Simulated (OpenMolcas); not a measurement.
## Ions of charge +4 along the 4d row with 6 fluoride ligands in octahedral coordination

```yaml
Program: OpenMolcas
Method: CASSCF
Spin-orbit_coupling: state interaction with AMFI integrals over the reference wave functions
```

The d shell is active. Anionic complexes are neutralised by point charges behind the ligands. Distances were set from a Shannon-type radius of the metal (high-spin where two are listed) plus a fixed donor radius (F 1.31 Å). Ligand basis ANO-RCC-VTZP, DKH2 Hamiltonian. States (labels of O, the rotations of Oh). Energies in cm-1 above the lowest state or level, χT in cm3 K/mol; under a threefold ground state the first gap can be a small split of the lowest multiplet, not the spin-orbit step; 10Dq and B are least-squares fits to the states below 45000 cm-1, weighted by degeneracy, with a free offset, and given where the rms deviation is under 5 % of |10Dq| (or 100 cm-1) and under 700 cm-1. Spin-only χT is S(S+1) / 2 for the spin of the ground state.

| Ion | Shell | R (Å) | Metal basis | Outer charge (e at Å behind ligand) | Ground state | First state of that spin | 10Dq | B (rms of fit) | First gap with spin-orbit (degeneracies) | χT at 300 K | First state of another spin | Spin-only χT |
| --- | --- | --- | --- | --- | --- | --- | --- | --- | --- | --- | --- | --- |
| Nb4+ | 4d1 | 1.99 | ANO-RCC-VTZP | 0.33 at 3.2 | 2T2 | 2E 30383 | 30383 |  | 973.7 (4, 2) | 0.152 |  | 0.375 |
| Mo4+ | 4d2 | 1.96 | ANO-RCC-VTZP | 0.33 at 2.4 | 3T1 | 3T2 28140 | 29412 | 739 (161) | 30.3 (2, 3) | 0.382 | 1T2 10688 | 1.000 |
| Tc4+ | 4d3 | 1.96 | ANO-RCC-VTZP | 0.33 at 2.6 | 4A2 | 4T2 28079 | 27470 | 789 (214) | 15401 (4, 4) | 1.760 | 2E 15485 | 1.875 |
| Rh4+ | 4d5 | 1.91 | ANO-RCC-VTZP | 0.33 at 2.6 | 2T2 | 2T1 23191 | 27793 | 769 (492) | 2371 (2, 4) | 0.549 | 2S+1 = 4: 12425 | 0.375 |

The rows also differ in their outer charges, so part of each step comes from that.

Among the 4 ions with a close fit, |10Dq| is smallest for Tc4+ (27470 cm-1) and largest for Nb4+ (30383 cm-1). The error differs from ion to ion, so this order need not be the real one.

B goes from 739 cm-1 (Mo4+) to 769 cm-1 (Rh4+).

Below the highest spin of the shell: Rh4+. χT departs most from the spin-only value for Mo4+, by -0.618 cm3 K/mol.

With metal d orbitals alone the field can be off either way by tens of per cent. Ligand-to-metal charge-transfer states are missing. An orbital triplet at a regular site is open to Jahn-Teller coupling, which can distort the site and quench the lowest spin-orbit gaps and is left out (holds for Nb4+; Mo4+; Rh4+). The least metal-like active orbital is 73 % on the metal (Löwdin) and no ligand orbital is active, so the numbers are rough (holds for Nb4+; Mo4+). Without dynamic correlation the repulsion within the d shell is too large (B by tens of per cent), so at a given field states of lower spin stand too high (holds for Mo4+; Tc4+; Rh4+). With no ligand orbital active B as a rule stays too high, so bands that hang on it stand too high and its fall with covalency is understated (holds for Mo4+; Tc4+; Rh4+). The least metal-like active orbital is 74 % on the metal (Löwdin) and no ligand orbital is active, so the numbers are rough (holds for Tc4+). This shell can be high or low spin here, a state of another spin lies low, and with metal d orbitals alone active their balance is uncertain, so the ground spin may be wrong, although the usual error favours high spin (holds for Rh4+). The least metal-like active orbital is 68 % on the metal (Löwdin) and no ligand orbital is active, so the numbers are rough, and ground spin, moment and any spin crossover can be artefacts of this space; highly charged d ions in such sites are as a rule low spin (holds for Rh4+). No measured value stands beside these numbers; the geometry was imposed, not optimised, and the real ion may take another.

A state without a sure symmetry label is named by its multiplicity alone.
